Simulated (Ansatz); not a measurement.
Start from `C=C[Te][GeH3]` and change one atom or group to get `C=C[Te][SiH3]`.

Ansatz, PBE0-D4/def2-TZVP geometries, multiplicity 1. Each molecule was computed in one conformer, which needn't be the lowest.

Elements past krypton have def2 core potentials. Scalar relativity is left out up to krypton. Spin–orbit coupling is left out; it splits and shifts lone-pair levels of the heavy atoms by tenths of an eV.

```json
{"property": "size of the dipole moment (B3LYP/def2-TZVPP) / D", "`C=C[Te][GeH3]`": "0.77"}
{"property": "HOMO energy (ωB97M-V/def2-TZVPP) / eV", "`C=C[Te][GeH3]`": "-8.16"}
{"property": "HOMO–LUMO gap (PBE/def2-TZVPP) / eV", "`C=C[Te][GeH3]`": "3.45"}
{"property": "zero-point energy (PBE0-D4/def2-TZVP) / kJ/mol", "`C=C[Te][GeH3]`": "171.8"}
{"property": "HOMO energy (PBE/def2-TZVPP) / eV", "`C=C[Te][GeH3]`": "-5.14"}
{"property": "HOMO–LUMO gap (B3LYP/def2-TZVPP) / eV", "`C=C[Te][GeH3]`": "4.82"}
```

(1) What does the change do to each property? (Best estimate.)

## Answers

(1) The calculation gave: 
```json
{"property": "size of the dipole moment (B3LYP/def2-TZVPP) / D", "`C=C[Te][SiH3]`": "0.76", "shift": "-0.01"}
{"property": "HOMO energy (ωB97M-V/def2-TZVPP) / eV", "`C=C[Te][SiH3]`": "-8.24", "shift": "-0.08"}
{"property": "HOMO–LUMO gap (PBE/def2-TZVPP) / eV", "`C=C[Te][SiH3]`": "3.64", "shift": "0.19"}
{"property": "zero-point energy (PBE0-D4/def2-TZVP) / kJ/mol", "`C=C[Te][SiH3]`": "175.7", "shift": "3.9"}
{"property": "HOMO energy (PBE/def2-TZVPP) / eV", "`C=C[Te][SiH3]`": "-5.22", "shift": "-0.08"}
{"property": "HOMO–LUMO gap (B3LYP/def2-TZVPP) / eV", "`C=C[Te][SiH3]`": "5.02", "shift": "0.20"}
```

With PBE0 the HOMO falls by 0.08 eV and the LUMO rises by 0.10 eV, so the gap widens by about 0.18 eV. PBE moves the HOMO by -0.08 eV and ωB97M-V by -0.08 eV. Dipoles are sizes alone; their direction can turn.

Positive LUMOs are unbound, so they and the gaps depend on the basis.

B3LYP here is the variant with VWN-RPA as its local correlation; programs differ in this.
